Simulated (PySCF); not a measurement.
Homolysis of single bonds, series B Cl-H. All species are isolated molecules in the gas phase. Strings in code marks are SMILES.

Method: PBE-D3(BJ)/def2-TZVP // B3LYP-D3(BJ)/def2-TZVP run with PySCF. 

```
species                       dipole moment (D)  highest occupied spin orbital (eV)
----------------------------  -----------------  ----------------------------------
radical fragment (`Cl[B]Cl`)               0.42                               -5.13
whole molecule (`B(Cl)Cl`)                 0.35                                   –
radical fragment (`[BH]Cl`)                0.55                               -4.86
whole molecule (`BCl`)                     0.41                                   –
radical fragment (`[BH2]`)                 0.51                               -4.91
```
